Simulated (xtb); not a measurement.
xtb input (GFN2-xTB):

```bash
xtb mol.xyz --gfn 2 --sp --chrg -1 --uhf 0
```
mol.xyz:
```
4

Si    -0.04756189    -0.95901857     0.27984017
Cl     1.73900744     0.36591280    -0.03557094
Cl    -1.69804253     0.50996005    -0.12608197
H     -0.03053696    -1.46357839    -1.16966282
```

End of the output:

```
         :::::::::::::::::::::::::::::::::::::::::::::::::::::
         ::                     SUMMARY                     ::
         :::::::::::::::::::::::::::::::::::::::::::::::::::::
         :: total energy             -11.603270051394 Eh    ::
         :: gradient norm              0.017720191060 Eh/a0 ::
         :: HOMO-LUMO gap              3.529599378764 eV    ::
         ::.................................................::
         :: SCC energy               -11.610410727760 Eh    ::
         :: -> isotropic ES            0.135862913807 Eh    ::
         :: -> anisotropic ES         -0.016281316801 Eh    ::
         :: -> anisotropic XC         -0.008876327638 Eh    ::
         :: -> dispersion             -0.003510233511 Eh    ::
         :: repulsion energy           0.007140676365 Eh    ::
         :: add. restraining           0.000000000000 Eh    ::
         :: total charge              -1.000000000000 e     ::
         :::::::::::::::::::::::::::::::::::::::::::::::::::::

           -------------------------------------------------
          |                Property Printout                |
           -------------------------------------------------

    * Orbital Energies and Occupations

         #    Occupation            Energy/Eh            Energy/eV
      -------------------------------------------------------------
         1        2.0000           -0.8606821             -23.4204
         2        2.0000           -0.8567943             -23.3146
         3        2.0000           -0.4416869             -12.0189
         4        2.0000           -0.2532784              -6.8921
         5        2.0000           -0.2508145              -6.8250
         6        2.0000           -0.2396287              -6.5206
         7        2.0000           -0.2354813              -6.4078
         8        2.0000           -0.2304396              -6.2706
         9        2.0000           -0.2288087              -6.2262
        10        2.0000           -0.1517974              -4.1306 (HOMO)
        11                         -0.0220870              -0.6010 (LUMO)
Note: The following floating-point exceptions are signalling: IEEE_UNDERFLOW_FLAG IEEE_DENORMAL
normal termination of xtb
        12                         -0.0132765              -0.3613
        13                          0.1257129               3.4208
        14                          0.1359540               3.6995
        15                          0.1509306               4.1070
        16                          0.1976859               5.3793
        17                          0.2393363               6.5127
        18                          0.2414118               6.5691
        19                          0.2417871               6.5794
        20                          0.2418378               6.5807
        21                          0.2419950               6.5850
       ...                                ...                  ...
        28                          0.7445786              20.2610
      -------------------------------------------------------------
                  HL-Gap            0.1297104 Eh            3.5296 eV
             Fermi-level           -0.0869422 Eh           -2.3658 eV

     #   Z          covCN         q      C6AA      α(0)
     1  14 Si       2.445     0.358   182.347    29.505
     2  17 Cl       0.779    -0.602   119.362    16.713
     3  17 Cl       0.779    -0.602   119.362    16.713
     4   1 H        0.889    -0.154     7.911     4.402

 Mol. C6AA /au·bohr⁶  :       1423.894912
 Mol. C8AA /au·bohr⁸  :      68581.402850
 Mol. α(0) /au        :         67.332320

Wiberg/Mayer (AO) data.
largest (>0.10) Wiberg bond orders for each atom

 ---------------------------------------------------------------------------
     #   Z sym  total        # sym  WBO       # sym  WBO       # sym  WBO
 ---------------------------------------------------------------------------
     1  14 Si   2.256 --     4 H    0.930     2 Cl   0.663     3 Cl   0.663
     2  17 Cl   0.701 --     1 Si   0.663
     3  17 Cl   0.701 --     1 Si   0.663
     4   1 H    0.976 --     1 Si   0.930
 ---------------------------------------------------------------------------

Topologies differ in total number of bonds
Writing topology from bond orders to xtbtopo.mol

molecular dipole:
                 x           y           z       tot (Debye)
 q only:       -0.070      -1.220       0.713
   full:       -0.014      -0.459      -0.201       1.274
molecular quadrupole (traceless):
                xx          xy          yy          xz          yz          zz
 q only:      -11.931       0.791       5.846      -0.546      -1.676       6.085
  q+dip:      -12.060       0.640       4.059      -0.469       1.429       8.001
   full:      -10.142       0.581       5.012      -0.316       2.088       5.131

           -------------------------------------------------
          | TOTAL ENERGY              -11.603270051394 Eh   |
          | GRADIENT NORM               0.017720191060 Eh/α |
          | HOMO-LUMO GAP               3.529599378764 eV   |
           -------------------------------------------------

------------------------------------------------------------------------
------------------------------------------------------------------------
 total:
 SCF:
```

It need not be the lowest isomer of its formula. Whether it binds its extra electron was not tested at this geometry.
